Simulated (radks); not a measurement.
Results of a calculation; reference values are marked as such.
Task: I37+, configuration [Ne] 3s2 3p4. Code: a radial shooting solver on a logarithmic mesh with Libxc functionals. Model: scalar-relativistic Kohn-Sham, exchange-only LDA, spin-polarised, spherical densities, point nucleus; open shells are filled with parallel spins first (spin-orbit coupling, left out, can overturn this in heavy ions). Some entries of the table are withheld. Estimate them.

orbital  occ.  eigenvalue (Ry)  <1/r> (bohr^-1)  <r> (bohr)
1s up       1        -2578.613            56.79     0.02724
1s down     1        -2578.239            56.79     0.02724
2s up       1        -525.5631            13.17      0.1159
2s down     1        -525.2282            13.17      0.1159
2p up       3        -488.7996            12.58         (1)
2p down     3        -488.3951            12.58         (2)
3s up       1        -201.5488            5.269      0.2839
3s down     1        -200.5456            5.262      0.2842
3p up       3        -190.0166            5.067      0.2756
3p down     1        -189.0025            5.062      0.2759

Result: 
(1) 2p up <r> (bohr): 0.1012
(2) 2p down <r> (bohr): 0.1011
